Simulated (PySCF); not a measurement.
Spin states of HfB

Unrestricted PBE0; basis Hf def2-TZVPP with ECP60, B def2-TZVPP; scalar-relativistic core potentials; PySCF 2.14. Outer shells of the fragments: Hf 5d2 6s2; B 2s2 2p1.

Followed along the bond (rough minima from three points):

```csv
2Ms+1,unpaired,⟨S²⟩ at the start,R at minimum (Å),Te (eV)
4,"σ ↑, π ↑↑",4.01,2.15,0.00
6,"σ ↑↑, π ↑↑, δ ↑",8.75,2.14,0.29
2,"σ ↓, π ↑↑",1.92,2.17,0.34
2,π ↑,1.28,2.07,0.61
2,"π ↑↑, δ ↓",2.55,2.20,0.68
4,"π ↑↑, δ ↑",4.31,2.23,0.84
```

Solutions found at the starting distance of 2.215 Å, counted from the lowest of them; the search is not exhaustive and high or unbound solutions are not listed, so other states can lie among these:

```tsv
2Ms+1	unpaired	term	E (eV)	⟨S²⟩	⟨Lz²⟩	μ (D)
4	σ ↑, π ↑↑	mixed	0.00	4.01	0.62	-2.98
6	σ ↑↑, π ↑↑, δ ↑	⁶Δ	0.31	8.75	4.01	-4.55
2	σ ↓, π ↑↑	mixed	0.33	1.92	0.34	-2.80
2	π ↑↑, δ ↓	mixed	0.66	2.55	4.01	-3.68
2	π ↑	mixed	0.73	1.28	1.16	-3.21
4	π ↑↑, δ ↑	mixed	0.82	4.31	4.00	-2.64
4	σ ↑↑, π ↑	mixed	0.89	3.88	1.30	-4.98
2	σ ↑	mixed	0.95	1.07	2.70	-2.66
4	σ ↑, π ↑, δ ↑	mixed	1.18	3.88	5.01	-1.58
4	σ ↑, π ↑, δ ↑	mixed	1.19	3.88	5.02	-1.57
```

A term symbol is given only where ⟨S²⟩ and ⟨Lz²⟩ are close to those of a pure state; real π, δ and φ orbitals otherwise mix terms. A positive dipole means Hf(−)B(+).

Spin–orbit coupling is left out. The state is the lowest single determinant that the PBE0 search found; with open d or f shells the true ground state can be another one.
